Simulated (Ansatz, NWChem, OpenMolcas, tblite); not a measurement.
# A small benchmark: dipole moment

6 molecules holding an element past argon; the dipole moment in D, computed less measured. Shapes, held fixed at every level: PBE0-D4/def2-TZVP. No vibrational averaging. Dipoles are compared by magnitude; molecules under 1 D, whose direction can flip, are left out. Programs: Ansatz 0.2.0, NWChem 7.3.0, OpenMolcas 26.06, tblite 0.8.0. A level may come from different programs for different species; with the same settings they agree closely. Measured values: NIST CCCBDB.

Levels: A = IPEA1-xTB; B = HF/def2-SVP; C = PBE0/def2-SVP; D = B3LYP/6-31G* (Cartesian functions).

```json
{"molecule": "BrF (bromine fluoride)", "measured": "1.42", "A": "-0.48", "B": "+0.57", "C": "+0.11", "D": "-0.09"}
{"molecule": "SeO2 (selenium dioxide)", "measured": "2.62", "A": "+0.36", "B": "+0.91", "C": "+0.19", "D": "+0.09"}
{"molecule": "AsF3 (SMILES F[As](F)F)", "measured": "2.59", "A": "+0.03", "B": "+0.40", "C": "-0.13", "D": "-0.32"}
{"molecule": "CH2Br2 (dibromomethane)", "measured": "1.43", "A": "+0.80", "B": "+0.25", "C": "+0.05", "D": "+0.20"}
{"molecule": "C2H3Br (vinyl bromide)", "measured": "1.42", "A": "+0.61", "B": "+0.23", "C": "-0.06", "D": "+0.12"}
{"molecule": "C2H5Br (bromoethane)", "measured": "2.03", "A": "+0.39", "B": "+0.26", "C": "+0.01", "D": "+0.21"}
```

Task: Which level does best on this set, which worst, and which err to one side?

Result: 
```json
{"level": "IPEA1-xTB", "kind": "semi-empirical", "mean error": "+0.285", "mean absolute error": "0.445", "worst case": "CH2Br2"}
{"level": "HF/def2-SVP", "kind": "Hartree–Fock", "mean error": "+0.437", "mean absolute error": "0.437", "worst case": "SeO2"}
{"level": "PBE0/def2-SVP", "kind": "global hybrid", "mean error": "+0.028", "mean absolute error": "0.092", "worst case": "SeO2"}
{"level": "B3LYP/6-31G* (Cartesian functions)", "kind": "global hybrid", "mean error": "+0.035", "mean absolute error": "0.172", "worst case": "AsF3"}
```

On this set PBE0/def2-SVP has the smallest mean absolute error and IPEA1-xTB the largest. Without CH2Br2 the largest would be that of HF/def2-SVP. IPEA1-xTB is too high in 5 of 6; HF/def2-SVP is too high in 6 of 6. The levels differ in basis as well as in method. The largest two are near a tie. Relativity is left out for As, Br, Se. The set is small.
